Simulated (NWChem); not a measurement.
The numbers come from NWChem runs, not from measurements. System: HIPb, charge 0, spin multiplicity 1, at a geometry optimised with PBE0/def2-SVP with def2 effective core potentials on I, Pb. The structure started from a generated list of species. Level: CCSD(T)/def2-SVP with def2 effective core potentials on I, Pb, 8 core orbitals frozen.

Part of the output:

```
             Northwest Computational Chemistry Package (NWChem) 7.3.0
             --------------------------------------------------------

                                NWChem Input Module
                                -------------------

 Scaling coordinates for geometry "geometry" by  1.889725989
 (inverse scale =  0.529177249)

 Turning off AUTOSYM since
 SYMMETRY directive was detected!

                             Geometry "geometry" -> ""
                             -------------------------

 Output coordinates in angstroms (scale by  1.889725989 to convert to a.u.)

  No.       Tag          Charge          X              Y              Z
 ---- ---------------- ---------- -------------- -------------- --------------
    1 Pb                  82.0000    -0.74843800     0.80956800     0.00000000
    2 H                    1.0000     0.56390900     2.12558300     0.00000000
    3 I                   53.0000     1.14732100    -1.29264400     0.00000000

 Effective nuclear repulsion energy (a.u.)     843.8694747297

            Nuclear Dipole moment (a.u.)
            ----------------------------
        X                 Y               Z
 ---------------- ---------------- ----------------
     0.0000113384     0.0000510226     0.0000000000

      Symmetry information
      --------------------

 Group name             Cs
 Group number              2
 Group order               2
 No. of unique centers     3

      Symmetry unique atoms

     1    2    3


 Summary of "ao basis" -> "" (spherical)
 ------------------------------------------------------------------------------
       Tag                 Description            Shells   Functions and Types
 ---------------- ------------------------------  ------  ---------------------
 *                          def2-svp                  on all atoms

 Summary of "ao basis" -> "ao basis" (spherical)
 ------------------------------------------------------------------------------
       Tag                 Description            Shells   Functions and Types
 ---------------- ------------------------------  ------  ---------------------
 Pb                         def2-svp                10       26   4s4p2d
 H                          def2-svp                 3        5   2s1p
 I                          def2-svp                10       26   4s4p2d

                                 NWChem SCF Module
                                 -----------------

  ao basis        = "ao basis"
  functions       =    57
  atoms           =     3
  closed shells   =    24
  open shells     =     0
  charge          =   0.00
  wavefunction    = RHF
  use symmetry    = T
  symmetry adapt  = T

 Summary of "ao basis" -> "ao basis" (spherical)
 ------------------------------------------------------------------------------
       Tag                 Description            Shells   Functions and Types
 ---------------- ------------------------------  ------  ---------------------
 Pb                         def2-svp                10       26   4s4p2d
 H                          def2-svp                 3        5   2s1p
 I                          def2-svp                10       26   4s4p2d

      Symmetry analysis of basis
      --------------------------

        a'         40
        a"         17

 Forming initial guess at       0.0s

      Superposition of Atomic Density Guess
      -------------------------------------

 Sum of atomic energies:        -566.98649216

      Non-variational initial energy
      ------------------------------

 Total energy =    -488.939566
 1-e energy   =   -1079.280194
 2-e energy   =     477.445461
 HOMO         =      -0.244896
 LUMO         =      -0.063026

      Symmetry analysis of molecular orbitals - initial
      -------------------------------------------------

  Numbering of irreducible representations:

     1 a'          2 a"

  Orbital symmetries:

     1 a'          2 a'          3 a'          4 a'          5 a"
     6 a'          7 a'          8 a"          9 a'         10 a'
    11 a"         12 a'         13 a"         14 a'         15 a'
    16 a'         17 a"         18 a"         19 a'         20 a'
    21 a'         22 a"         23 a'         24 a'         25 a"
[...]
     7     -0.162875  1 Pb pz

 Vector   26  Occ=0.000000D+00  E= 5.401072D-02  Symmetry=a'
              MO Center= -6.6D-01,  7.3D-01, -2.3D-17, r^2= 6.5D+00
   Bfn.  Coefficient  Atom+Function         Bfn.  Coefficient  Atom+Function
  ----- ------------  ---------------      ----- ------------  ---------------
    15      0.863918  1 Pb py                14     -0.617837  1 Pb px
    35      0.574301  3 I  s                 46      0.486176  3 I  py
    45     -0.467885  3 I  px                12      0.255679  1 Pb py
     3     -0.245477  1 Pb s                  4     -0.214248  1 Pb s
    11     -0.185869  1 Pb px                43      0.153117  3 I  py

 Vector   27  Occ=0.000000D+00  E= 1.208335D-01  Symmetry=a'
              MO Center= -8.6D-01,  7.2D-01, -1.9D-16, r^2= 5.8D+00
   Bfn.  Coefficient  Atom+Function         Bfn.  Coefficient  Atom+Function
  ----- ------------  ---------------      ----- ------------  ---------------
    28      1.345078  2 H  s                 14     -1.038885  1 Pb px
    15     -0.828014  1 Pb py                 4     -0.606016  1 Pb s
     3     -0.349791  1 Pb s                 46      0.272465  3 I  py
     1      0.220401  1 Pb s                 27      0.187085  2 H  s
    11     -0.167947  1 Pb px                35      0.154935  3 I  s

 center of mass
 --------------
 x =  -0.05341305 y =   0.03643682 z =   0.00000000

 moments of inertia (a.u.)
 ------------------
        1259.792979050575        1117.127037202389           0.000000000000
        1117.127037202389        1012.742996045146           0.000000000000
           0.000000000000           0.000000000000        2272.535975095721

  Mulliken analysis of the total density
  --------------------------------------

    Atom       Charge   Shell Charges
 -----------   ------   -------------------------------------------------------
    1 Pb  22    21.41   2.99 -0.94  1.23  0.59  3.36  2.63  0.92  0.53  9.75  0.35
    2 H    1     1.18   0.66  0.51  0.01
    3 I   25    25.41   1.83  0.22  1.19  0.73  2.93  3.13  2.55  2.82  9.82  0.20

       Multipole analysis of the density wrt the origin
       ------------------------------------------------

     L   x y z        total         open         nuclear
     -   - - -        -----         ----         -------
     0   0 0 0      0.000000      0.000000     48.000000

     1   1 0 0     -1.364986      0.000000     24.153151
     1   0 1 0      1.005307      0.000000    -23.394847
     1   0 0 1      0.000000      0.000000      0.000000

     2   2 0 0    -43.593677      0.000000    162.662472
     2   1 1 0     -1.419118      0.000000   -175.726207
     2   1 0 1      0.000000      0.000000      0.000000
     2   0 2 0    -44.224702      0.000000    216.799755
     2   0 1 1     -0.000000      0.000000      0.000000
     2   0 0 2    -39.428548      0.000000      0.000000

                   NWChem Extensible Many-Electron Theory Module
                   ---------------------------------------------


            General Information
            -------------------
      Number of processors :     1
         Wavefunction type : Restricted Hartree-Fock
          No. of electrons :    48
           Alpha electrons :    24
            Beta electrons :    24
           No. of orbitals :   114
            Alpha orbitals :    57
             Beta orbitals :    57
        Alpha frozen cores :     8
         Beta frozen cores :     8
     Alpha frozen virtuals :     0
      Beta frozen virtuals :     0
         Spin multiplicity : singlet
    Number of AO functions :    57
       Number of AO shells :    23
        Use of symmetry is : on
      Symmetry adaption is : on
         Schwarz screening : 0.10D-09

          Correlation Information
          -----------------------
          Calculation type : Coupled-cluster singles & doubles w/ perturbation
   Perturbative correction : (T)
            Max iterations :      100
        Residual threshold : 0.10D-05
     T(0) DIIS level shift : 0.00D+00
     L(0) DIIS level shift : 0.00D+00
     T(1) DIIS level shift : 0.00D+00
     L(1) DIIS level shift : 0.00D+00
     T(R) DIIS level shift : 0.00D+00
     T(I) DIIS level shift : 0.00D+00
   CC-T/L Amplitude update :  5-th order DIIS
                I/O scheme : Global Array Library
        L-threshold :  0.10D-05
        EOM-threshold :  0.10D-05
 no EOMCCSD initial starts read in
 TCE RESTART OPTIONS
 SLICE:      F
 D4D5:       F
 quantumc:   F
 qrotation:  F
 pwtce:      F
 qducc:      F
 nacto:                         0
 nrotv:                         0
 nrot:                          0

            Memory Information
            ------------------
          Available GA space size is     249033551 doubles
          Available MA space size is     104849668 doubles

 Maximum block size supplied by input
 Maximum block size        24 doubles

 tile_dim =     23

 -------------------------------------------------
   1    alpha     a'    11 doubles       0       1
   2    alpha     a"     5 doubles      11       2
   3    beta      a'    11 doubles      16       1
   4    beta      a"     5 doubles      27       2
   5    alpha     a'    23 doubles      32       5
   6    alpha     a"    10 doubles      55       6
   7    beta      a'    23 doubles      65       5
   8    beta      a"    10 doubles      88       6

 Global array virtual files algorithm will be used

 Parallel file system coherency ......... OK

 4-electron integrals stored in orbital form

 v2    file size   =           937525
 4-index algorithm nr.  13 is used
 imaxsize =       30
 imaxsize ichop =        0


CCSD iterations
 ---------------------------------------------------------
 Iter          Residuum       Correlation     Cpu    Wall
 ---------------------------------------------------------
    1   0.0946766708065  -0.2082446131455     0.1     0.1
    2   0.0284684391816  -0.2238643281546     0.1     0.1
    3   0.0112823643704  -0.2282382458884     0.1     0.1
    4   0.0051776706160  -0.2296303021122     0.1     0.1
    5   0.0025737585355  -0.2301989087131     0.1     0.1
    6   0.0006505771513  -0.2306266236401     0.1     0.1
    7   0.0004425390518  -0.2306454648827     0.1     0.1
    8   0.0002390667618  -0.2306586779760     0.1     0.1
    9   0.0001834298005  -0.2306602689814     0.1     0.1
   10   0.0001154344857  -0.2306647632875     0.1     0.1
   11   0.0000169534058  -0.2306711017973     0.1     0.1
   12   0.0000087897023  -0.2306713823595     0.1     0.1
   13   0.0000047400422  -0.2306715445234     0.1     0.1
   14   0.0000031392425  -0.2306714743050     0.1     0.1
   15   0.0000019183913  -0.2306714612276     0.1     0.1
   16   0.0000004664854  -0.2306713894791     0.1     0.1
 -----------------------------------------------------------------
 Iterations converged
 CCSD correlation energy / hartree =        -0.230671389479056
 CCSD total energy / hartree       =      -489.334521808662430

 Singles contributions

 Doubles contributions
 CCSD(T)
 Using plain CCSD(T) code
             total no. of tasks           26
 total no. of tasks / no. procs           26
                         wl_min       125000           7.1
                         wl_max     16194277          15.9
        thresh for no. of tasks           26

 CCSD[T]  correction energy / hartree =        -0.006802499997403
 CCSD[T] correlation energy / hartree =        -0.237473889476459
 CCSD[T] total energy / hartree       =      -489.341324308659807
 CCSD(T)  correction energy / hartree =        -0.006394294853641
 CCSD(T) correlation energy / hartree =        -0.237065684332697
 CCSD(T) total energy / hartree       =      -489.340916103516065

 Task  times  cpu:        9.6s     wall:        9.6s

 Total times  cpu:        9.6s     wall:        9.6s
```

Write an NWChem input that would produce this output.

This is not unique; one that fits is 
```
start mol
memory heap 100 mb stack 700 mb global 1900 mb
geometry units angstroms nocenter noautoz
  Pb    -0.748438     0.809568     0.000000
  H      0.563909     2.125583     0.000000
  I      1.147321    -1.292644     0.000000
  symmetry group Cs
end
basis spherical
  * library def2-svp
end
ecp
  I library def2-ecp
  Pb library def2-ecp
end
scf
  rhf
  nopen 0
  maxiter 100
  thresh 1e-7
  semidirect memsize 60000000 filesize 0
end
tce
  freeze core 8
  ccsd(t)
  2eorb
  2emet 13
  thresh 1e-6
  maxiter 100
  tilesize 24
end
task tce energy
```
